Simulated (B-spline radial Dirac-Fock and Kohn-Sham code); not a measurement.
**Photoabsorption cross section of Ni¹⁹⁺ by shell**

System: Ni¹⁹⁺, [He] 2s2 2p5.

Input of the calculation (task.json; shells as n, l, electrons):

```json
{"items": [{
  "Z": 28,
  "q": 19,
  "cfg": [[1, 0, 2], [2, 0, 2], [2, 1, 5]],
  "A": 58,
  "rrms": 3.7757,
  "do": ["binding", "quiet", "photo"],
  "hv": [33.8, 40.81, 80, 100, 400, 410.0, 600, 1253.6, 1470.0, 1630.0, 2740.0, 11500.0, 40000, 43500.0, 59318.2, 64600.0]
}]}
```

Command: `python xray_run.py task.json out`

Model: the independent-particle Dirac-Slater model, thresholds from Dirac-Fock. Program: an atomic code on a B-spline grid.

Computed thresholds (eV): K 9199.9, L1 1784.1, L2 1666.2, L3 1647.2.

```
photon energy (eV)  total (b)  K (%)  L (%)
              2740      76840      –  100.0
             11500      14020   89.5   10.5
             40000      413.7   90.5    9.5
             43500      322.6   90.5    9.5
           59318.2      127.4   90.6    9.4
             64600      98.45   90.6    9.4
```

**Question.** With what power of the photon energy does the total fall between 59318.2 and 64600 eV?

**Answer.** As E^-3.02. The non-relativistic Born limit for an s electron far above threshold is E^-3.5; near threshold and at relativistic energies the fall is slower.
